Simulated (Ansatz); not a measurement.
`C[SiH](F)S` → CH₄ + `F[Si]S` at 600 K and 1 bar (silylene formation by 1,1-elimination).

Program: Ansatz. Geometries: PBE0-D4/def2-TZVP. ΔE: electronic, gas phase. CCSD(T)/CBS is the MP2 limit (def2-TZVPP, def2-QZVPP) plus CCSD(T) − MP2 in def2-TZVPP, frozen cores. This one scheme is used for every species. One conformer a species, not always the lowest.

| species | CCSD(T)/CBS energy (Eh) | H − E (kJ/mol) | S (J/(mol·K)) |
| --- | --- | --- | --- |
| `C[SiH](F)S` | -827.81979 | 208.6 | 412.0 |
| CH₄ | -40.46206 | 140.4 | 215.7 |
| `F[Si]S` | -787.30018 | 64.6 | 328.1 |

H − E and S are ideal-gas, rigid-rotor, harmonic terms from PBE0-D4/def2-TZVP, for one conformer and one mirror image of each species. 1 Eh = 2625.50 kJ/mol, R = 8.31446 J/(mol·K).

**Question.** By hand: ΔE, ΔH, ΔS and ΔG.

**Answer.** ΔE = (-40.46206) + (-787.30018) − (-827.81979) = 0.05755 Eh = 151.1 kJ/mol. Δ(H − E) = 140.4 + 64.6 − 208.6 = -3.6, so ΔH = 147.5 kJ/mol. ΔS = 215.7 + 328.1 − 412.0 = 131.8 J/(mol·K). ΔG = 147.5 − 600 × (131.8)/1000 = 68.4 kJ/mol.

**Question.** By hand: the equilibrium constant, and the temperature at which ΔG would vanish if ΔH and ΔS stayed fixed.

**Answer.** log₁₀ K = −ΔG/(RT ln 10) = -6.0. ΔG = 0 at ΔH/ΔS = 1119 K.

The number of gas molecules changes by +1, which sets the sign of ΔS. A doubt of 5 kJ/mol in ΔE shifts log₁₀ K by 0.4 here. Other conformers and mirror images would add mixing entropy, several J/(mol·K) or more a flexible species. These are equilibria of isolated gas molecules and say nothing of rates. Largest T1 diagnostic: 0.015 (customary marks: 0.02 for closed shells, 0.045 for open ones).
